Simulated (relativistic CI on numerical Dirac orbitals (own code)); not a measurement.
# Crystal-field levels of Os⁴⁺, 5d4

Calculated by Dirac-Coulomb-Breit CI, separate exchange-only KLI orbitals for each configuration, a model potential for QED, valence Slater integrals scaled by 0.8, one configuration in a parametric crystal field (own radial code).

Field parameters in Wybourne normalisation: D3d B²₀ = −7Dσ, B⁴₀ = −14Dq − 21Dτ, B⁴₃ = −14√(10/7) Dq; D4h B²₀ = −7Ds, B⁴₀ = 21(Dq − Dt), B⁴₄ = 21√(5/14) Dq; Td as Oh with Dq negative (B⁴₀ = 21Dq, B⁴₄ = √(5/14) B⁴₀). The field is a parameter set, without covalency.

S and J are read from ⟨S²⟩ = S(S + 1) and ⟨J²⟩ = J(J + 1) of each level; they are not fictitious spins.

D4h, 10Dq = 16250, Ds = 1500, Dt = -300 cm⁻¹, the lowest 10 levels:

```json
{"E (cm⁻¹)": "0.0", "Degeneracy": "1", "Irrep": "A1", "S": "1.27", "J": "2.93"}
{"E (cm⁻¹)": "3340", "Degeneracy": "1", "Irrep": "A2", "S": "1.48", "J": "3.11"}
{"E (cm⁻¹)": "5080", "Degeneracy": "2", "Irrep": "E", "S": "1.44", "J": "3.31"}
{"E (cm⁻¹)": "7286", "Degeneracy": "1", "Irrep": "B1", "S": "1.58", "J": "3.15"}
{"E (cm⁻¹)": "8851", "Degeneracy": "1", "Irrep": "B2", "S": "1.11", "J": "3.83"}
{"E (cm⁻¹)": "9476", "Degeneracy": "1", "Irrep": "A1", "S": "1.61", "J": "2.93"}
{"E (cm⁻¹)": "9934", "Degeneracy": "2", "Irrep": "E", "S": "1.56", "J": "3.32"}
{"E (cm⁻¹)": "11231", "Degeneracy": "1", "Irrep": "B1", "S": "1.64", "J": "3.28"}
{"E (cm⁻¹)": "11242", "Degeneracy": "2", "Irrep": "E", "S": "1.40", "J": "3.49"}
{"E (cm⁻¹)": "11369", "Degeneracy": "1", "Irrep": "A1", "S": "1.34", "J": "3.43"}
```

Td, 10Dq = -18400 cm⁻¹, the lowest 16 levels:

| E (cm⁻¹) | Degeneracy | Irrep | S | J |
| --- | --- | --- | --- | --- |
| 0.0 | 1 | A1 | 0.74 | 3.65 |
| 10328 | 3 | T1 | 1.53 | 2.70 |
| 11620 | 1 | A1 | 1.34 | 3.15 |
| 13112 | 3 | T2 | 1.56 | 2.97 |
| 14964 | 2 | E | 1.22 | 3.71 |
| 16092 | 3 | T1 | 1.40 | 3.85 |
| 16949 | 3 | T2 | 1.43 | 3.79 |
| 17090 | 2 | E | 1.59 | 3.13 |
| 17489 | 1 | A2 | 1.00 | 3.48 |
| 20146 | 3 | T1 | 1.31 | 4.01 |
| 20600 | 3 | T2 | 1.58 | 3.51 |
| 21010 | 3 | T1 | 1.40 | 3.51 |
| 22360 | 1 | A1 | 1.39 | 3.21 |
| 23451 | 3 | T2 | 1.57 | 3.96 |
| 25525 | 3 | T1 | 1.21 | 4.30 |
| 25895 | 2 | E | 1.27 | 4.47 |

D3d, 10Dq = 42500, Dσ = 740, Dτ = -30 cm⁻¹, the lowest 16 levels:

| E (cm⁻¹) | Degeneracy | Irrep | S | J |
| --- | --- | --- | --- | --- |
| 0.0 | 1 | A1 | 1.00 | 3.96 |
| 3498 | 2 | E | 1.03 | 4.01 |
| 4710 | 1 | A2 | 1.04 | 4.00 |
| 6862 | 1 | A1 | 0.94 | 3.90 |
| 7095 | 2 | E | 0.91 | 3.93 |
| 7268 | 2 | E | 0.95 | 3.74 |
| 15612 | 2 | E | 0.34 | 4.33 |
| 16803 | 1 | A1 | 0.25 | 4.42 |
| 17004 | 2 | E | 0.22 | 4.48 |
| 28639 | 1 | A1 | 0.29 | 3.80 |
| 30908 | 1 | A2 | 1.96 | 2.94 |
| 30937 | 1 | A1 | 1.95 | 2.91 |
| 31098 | 2 | E | 1.96 | 2.93 |
| 31174 | 2 | E | 1.95 | 2.93 |
| 31223 | 1 | A2 | 1.95 | 2.91 |
| 31301 | 2 | E | 1.94 | 2.88 |

Levels of this model without a field, named by their leading LS term (the scale mimics covalency, so terms lie below those of the real free ion): ⁵D0 0, ⁵D1 3715, ⁵D2 7118, ⁵D3 9886, ⁵D4 11838, ³P0 17684, ³H4 18818, ³G3 22666 cm⁻¹.
